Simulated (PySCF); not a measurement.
Computed structure and properties of Yb(NH2)2

System: Yb(NH2)2 (singlet); start: displaced along the imaginary mode (C2). Method: PySCF 2.14.0, RKS PBE0, Yb def2-SVP with ECP28, N def2-SVP, H def2-SVP; non-relativistic Hamiltonian with scalar-relativistic core potentials where named; density fitting; no spin-orbit coupling.

Input of the relaxation:

```python
mol = gto.M(atom='''
Yb    -0.00000     0.00000    -0.16150
N      1.95835    -0.00377     0.82424
H      2.57605    -0.82691     1.03795
H      2.29255     0.77569     1.44661
N     -1.95835     0.00377     0.82424
H     -2.57605     0.82691     1.03795
H     -2.29255    -0.77569     1.44661''',
    basis={'Yb': 'def2-SVP', 'N': 'def2-SVP', 'H': 'def2-SVP'},
    ecp={'Yb': 'def2-SVP'},
    charge=0, spin=0)
mf = dft.RKS(mol, xc='PBE0')
mf.grids.atom_grid = (50, 194)  # f atoms: unpruned, at least (60, 302)
mf = mf.density_fit()  # fitting sets: Yb def2-universal-JKFIT, N def2-universal-JKFIT, H def2-universal-JKFIT
mf.conv_tol = 1e-08; mf.max_cycle = 55
mf.kernel(dm0)  # dm0: converged density of the start geometry
# quasi-Newton relaxation in Cartesian coordinates to a largest gradient under 0.00045 Eh/bohr, steps kept in the point group
```

Run from Python with OMP_NUM_THREADS=2; the lines above give its settings. Where DIIS fails, smearing, a level shift and second-order steps follow.
It took 3.2 min on 2 threads of Arm Neoverse V2, on a shared host, from the converged density of the start.

Course of the relaxation:

```
step  energy above end (eV)  largest force component within the symmetry (eV/Å)
   0                 0.1890                                               1.109
   1                 0.1009                                               0.108
   2                 0.0942                                               0.075
   3                 0.0941                                               0.520
   4                 0.0861                                               0.115
   5                 0.0805                                               0.092
   6                 0.0720                                               0.168
   7                 0.0656                                               0.324
  24                 0.0012                                               0.071
  25                 0.0008                                               0.042
  26                 0.0003                                               0.034
  27                 0.0001                                               0.025
  28                 0.0000                                               0.032
  29                 0.0000                                               0.016
```
(The steps between are left out.)

Relaxed geometry (C2, nearly C2v):

```xyz
7

Yb    0.0000    0.0000   -0.2359
N     1.8584   -0.1175    0.8806
H     2.8230   -0.2295    0.5667
H     1.9277   -0.0884    1.8987
N    -1.8584    0.1175    0.8806
H    -2.8230    0.2295    0.5667
H    -1.9277    0.0884    1.8987
```

```tsv
contact	Å
Yb1–N2 (NH2)	2.171
Yb1–N5 (NH2)	2.171
```

On the finer grid (75, 302):

```
HOMO                                                          : -4.20 eV
LUMO                                                          : -1.37 eV
Dipole about the centre of mass                               : 4.31 D
Set of Mulliken populations of Yb1 outside the core potential : s 4.31, p 12.30, d 10.60, f 13.95
D3(BJ) dispersion energy (not in the energies)                : -0.088 eV
```

```csv
atom,Mulliken (e),Löwdin (e),spin (e)
Yb1,0.84,0.48,0.00
N2,-0.58,-0.32,0.00
H3,0.08,0.04,0.00
H4,0.09,0.04,0.00
N5,-0.58,-0.32,0.00
H6,0.08,0.04,0.00
H7,0.09,0.04,0.00
```

On the grid (50, 194), as all that follows. Harmonic modes: a minimum; lowest 94 cm⁻¹ (negative: unstable), highest 3598 cm⁻¹, zero-point energy 1.245 eV.

Taking off one NH2 (charge -1, singlet; the rest: singlet) in vacuum, both parts rigid, costs 9.44 eV; the small basis without counterpoise inflates it. Most of it is the attraction of opposite charges; other ways to part are cheaper, and one spin state was tried for the rest.

Rigid scan of NH2 along the line from its metal:

```json
{"distance to N2 (Å)": "1.87", "energy (eV)": "0.890"}
{"distance to N2 (Å)": "1.97", "energy (eV)": "0.342"}
{"distance to N2 (Å)": "2.07", "energy (eV)": "0.074"}
{"distance to N2 (Å)": "2.17", "energy (eV)": "0.000"}
{"distance to N2 (Å)": "2.27", "energy (eV)": "0.059"}
{"distance to N2 (Å)": "2.37", "energy (eV)": "0.205"}
{"distance to N2 (Å)": "2.57", "energy (eV)": "0.645"}
{"distance to N2 (Å)": "2.87", "energy (eV)": "1.432"}
{"distance to N2 (Å)": "3.27", "energy (eV)": "2.433"}
{"distance to N2 (Å)": "3.77", "energy (eV)": "3.284"}
```

One start shape was tried, so this needn't be the lowest isomer.
